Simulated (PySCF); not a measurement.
C6H10OS.
Geometry (GFN2-xTB, Å), atoms numbered from 1 in this order:
```xyz
18
C6H10OS angstrom
C      3.1888    1.3937   -0.1209
C      2.2520    0.2979   -0.0124
C      1.4932   -0.6280    0.0710
C      0.5419   -1.6931    0.1953
S     -1.0686   -1.0554    0.9256
O     -1.9960   -2.1844    0.8399
C     -1.4722    0.0351   -0.5225
C     -2.8133    0.6951   -0.2734
H      3.8518    1.2337   -0.9708
H      3.7877    1.4609    0.7870
H      2.6531    2.3325   -0.2626
H      0.8919   -2.4596    0.8880
H      0.3009   -2.1519   -0.7637
H     -0.6651    0.7600   -0.6053
H     -1.5044   -0.5955   -1.4096
H     -3.1256    1.2754   -1.1396
H     -3.5645   -0.0675   -0.0768
H     -2.7604    1.3573    0.5881
```

The calculation used TDDFT PBE0/def2-SVPD, vertical, gas phase, core orbitals frozen in the response (PySCF 2.14.0, density-fitted response routines).

Kohn–Sham orbitals with the atoms that hold most of them (Löwdin shares over 4%, at most four atoms; ? is withheld):

```json
{"orbital": "HOMO-3", "ε (eV)": "-8.58", "atoms": "O6 33%, C3 23%, C2 17%, C4 9%"}
{"orbital": "HOMO-2", "ε (eV)": "-7.76", "atoms": "C3 37%, C2 37%, C1 8%, C4 7%"}
{"orbital": "HOMO-1", "ε (eV)": "-7.40", "atoms": "O6 33%, C2 16%, C3 15%, S5 10%"}
{"orbital": "HOMO", "ε (eV)": "-6.71", "atoms": "?"}
{"orbital": "LUMO", "ε (eV)": "0.11", "atoms": "?"}
{"orbital": "LUMO+1", "ε (eV)": "0.41", "atoms": "C1 24%, C2 16%, S5 12%, H11 8%"}
{"orbital": "LUMO+2", "ε (eV)": "0.75", "atoms": "S5 38%, C4 10%, H12 8%, C3 8%"}
```

(1) Which atoms hold the LUMO, and with what shares?

(2) Which atoms hold the HOMO, and with what shares?

(3) The HOMO–LUMO gap is 6.81 eV. Where does the response calculation put the lowest singlet, and from which orbitals?

## Answers

(1) S5 (bonded to 2 C and O) 31%; C4 (bonded to C, S and 2 H) 14%; C2 (bonded to 2 C) 12%; C3 (bonded to 2 C) 11%. By element: carbon 37% or more, sulfur 31%.

(2) O6 (bonded to S) 45%; S5 (bonded to 2 C and O) 29%; C4 (bonded to C, S and 2 H) 7%; C7 (bonded to C, S and 2 H) 6%. By element: oxygen 45%, sulfur 29%, carbon 14% or more.

(3) S1 is at 5.53 eV (f = 0.074), 1.28 eV below the gap, made of HOMO→LUMO (92%). 

Next come S2 at 5.96 eV (f 0.0049), HOMO→LUMO+3 (70%), HOMO→LUMO+1 (14%); S3 at 6.17 eV (f 0.0051), HOMO-2→LUMO (62%); S4 at 6.19 eV (f 0.0094), HOMO→LUMO+2 (43%), HOMO→LUMO+1 (39%), HOMO-2→LUMO (9%); S5 at 6.32 eV (f 0.037), HOMO-1→LUMO (46%), HOMO→LUMO+2 (18%), HOMO→LUMO+3 (12%).

One conformer stands for the species.
